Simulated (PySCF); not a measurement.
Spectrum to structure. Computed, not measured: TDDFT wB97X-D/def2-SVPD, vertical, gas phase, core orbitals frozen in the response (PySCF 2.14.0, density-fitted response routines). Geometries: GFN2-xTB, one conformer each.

| state | E (eV) | f | main configurations (H = HOMO, L = LUMO) |
| --- | --- | --- | --- |
| S1 | 5.71 | 0.758 | H→L (98%) |
| S2 | 6.76 | 0.0033 | H→L+1 (80%) |
| S3 | 7.32 | 0.034 | H→L+2 (51%), H→L+3 (39%) |
| S4 | 7.49 | 0.026 | H-1→L (38%), H→L+4 (26%), H→L+5 (18%) |
| S5 | 7.56 | 0.0007 | H-2→L (90%) |
| S6 | 7.67 | 0.0068 | H→L+3 (32%), H→L+2 (30%), H→L+6 (8%) |
| S7 | 7.99 | 0.0087 | H-1→L (50%), H→L+4 (38%) |
| S8 | 8.21 | 0.014 | H→L+5 (56%), H→L+4 (13%) |

Triplets computed (Tamm–Dancoff): 3.23, 5.22, 6.73 eV.

Question: Which candidate is it? All have the formula C5H6F2O.
A. `C=C/C=C\OC(F)F`
B. `FC(F)[C@H]1C=CCO1`
C. `C1C=C(CF)[C@@H](O1)F`
D. `C=C=CCOC(F)F`

Answer: A. Its S1, at 5.71 eV, is the lowest among the candidates; the nearest of the others has S1 at 6.06 eV. S1 is HOMO→LUMO (98%). Löwdin shares by element: HOMO carbon 79% or more (atoms not listed hold the other 21%); LUMO carbon 80% or more (atoms not listed hold the other 20%). At the same level the other candidates give, for their lowest levels:
- `FC(F)[C@H]1C=CCO1`: 6.52 eV (f 0.121); 7.37 eV (f 0.002); 7.83 eV (f 0.148); 8.05 eV (f 0.011); 8.24 eV (f 0.030); T1 4.49 eV; HOMO -9.21, LUMO 1.69 eV
- `FCC1=CCO[C@H]1F`: 7.10 eV (f 0.302); 7.51 eV (f 0.033); 7.85 eV (f 0.007); 7.97 eV (f 0.014); 8.45 eV (f 0.005); T1 4.50 eV; HOMO -9.77, LUMO 1.40 eV
- `C=C=CCOC(F)F`: 6.06 eV (f 0.000); 6.31 eV (f 0.001); 7.36 eV (f 0.016); 7.77 eV (f 0.196); 7.84 eV (f 0.144); T1 4.76 eV; HOMO -10.08, LUMO 1.43 eV

The values belong to the conformer `[CH2:1]=[CH:2]/[CH:3]=[CH:4]\[O:5][CH:6]([F:7])[F:8]`: C1–C2–C3–C4 180°, C3–C4–O5–C6 168°, C4–O5–C6–F7 154°.
